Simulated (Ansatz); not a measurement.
Z-matrix (Å, degrees):
```
C
N 1 1.443
H 1 1.100 2 112.0
H 1 1.091 2 110.4 3 -120.5
H 1 1.098 2 110.9 3 119.9
Si 2 1.713 1 120.8 3 104.8
C 2 1.439 1 113.2 3 -60.6
O 6 1.654 2 108.6 1 38.3
N 6 1.708 2 113.9 1 -75.9
N 6 1.717 2 106.0 1 161.0
H 7 1.101 2 112.0 1 57.4
H 7 1.099 2 111.2 1 -62.2
H 7 1.091 2 110.5 1 177.8
H 8 0.958 6 115.6 2 82.8
C 9 1.439 6 121.1 2 -40.2
C 9 1.440 6 124.3 2 151.3
C 10 1.440 6 123.3 2 142.5
C 10 1.441 6 122.2 2 -50.6
H 15 1.101 9 112.4 6 -106.8
H 15 1.098 9 111.0 6 133.1
H 15 1.092 9 110.6 6 13.7
H 16 1.090 9 110.3 6 -13.2
H 16 1.098 9 110.8 6 -132.5
H 16 1.102 9 112.2 6 107.8
H 17 1.090 10 110.3 6 -13.4
H 17 1.099 10 111.0 6 -133.0
H 17 1.100 10 112.3 6 107.1
H 18 1.101 10 112.1 6 -107.7
H 18 1.099 10 111.3 6 132.4
H 18 1.092 10 110.5 6 12.9
```

The species carries charge 0 and has multiplicity 1.

List the CAM-B3LYP/def2-TZVPP orbital energies in eV (Ansatz). (An estimate is asked.)

Ansatz gave: Occupied: -1801.04, -521.98, -390.74, -390.68, -390.62, -279.25, -279.15, -279.13, -279.12, -279.02, -278.99, -145.42, -100.79, -100.76, -100.75, -29.19, -26.86, -26.34, -26.32, -21.41, -21.24, -21.19, -19.69, -18.66, -18.61, -16.51, -15.45, -14.91, -14.80, -14.25, -14.07, -13.86, -13.76, -13.71, -13.63, -12.52, -12.34, -12.23, -12.17, -11.72, -11.64, -11.61, -11.34, -11.20, -10.99, -10.41, -7.80, -7.68, -7.34. Lowest empty: 1.49, 2.13, 2.45, 2.58, 3.20, 3.23, 3.42, 3.50.
